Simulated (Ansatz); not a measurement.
Stepwise reaction of `Cl[Si](Cl)([SeH])[SeH]` with hydrogen chloride, as a gas-phase model of exchange steps in deposition or etching. ΔE in kJ/mol; ΔG adds harmonic PBE0-D4 terms to CCSD(T)/CBS, at 1 bar.

Computed with Ansatz on PBE0-D4/def2-TZVP structures; ΔE is electronic, products minus reactants. CCSD(T)/CBS is the MP2 limit (def2-TZVPP, def2-QZVPP) plus CCSD(T) − MP2 in def2-TZVPP, frozen cores. This one scheme is used for every species. DFT in def2-TZVPP. B3LYP here is the variant with VWN-RPA as its local correlation; programs differ in this. For Se outer-core shells are correlated without core-valence functions, which leaves a few kJ/mol of doubt a bond. Scalar relativity is left out up to krypton. One conformer a species, not always the lowest.

```csv
step,reaction,PBE-D4,B3LYP-D4,ωB97M-V,CCSD(T)/CBS,ΔG(500 K)
1,`Cl[Si](Cl)([SeH])[SeH]` + HCl → `Cl[Si](Cl)(Cl)[SeH]` + H₂Se,-22.9,-27.9,-31.5,-25.2,-34.0
2,`Cl[Si](Cl)(Cl)[SeH]` + HCl → `Cl[Si](Cl)(Cl)Cl` + H₂Se,-26.5,-31.3,-34.7,-28.9,-22.1
```

Problem. By hand: ΔE of the 2 steps together at CCSD(T)/CBS.

Solution. (-25.2) + (-28.9) = -54.1 kJ/mol, or -27.0 kJ/mol a step.

In ΔE the steps differ by no more than 3.7 kJ/mol. All are downhill at CCSD(T)/CBS. ΔG lies between -34.0 and -22.1 kJ/mol a step. PBE-D4 differs from CCSD(T)/CBS by 2.3 to 2.4 kJ/mol a step. Only this route is followed, and other bonds may react first. Isolated molecules leave out the surface, adducts and barriers. Largest T1 diagnostic: 0.009.
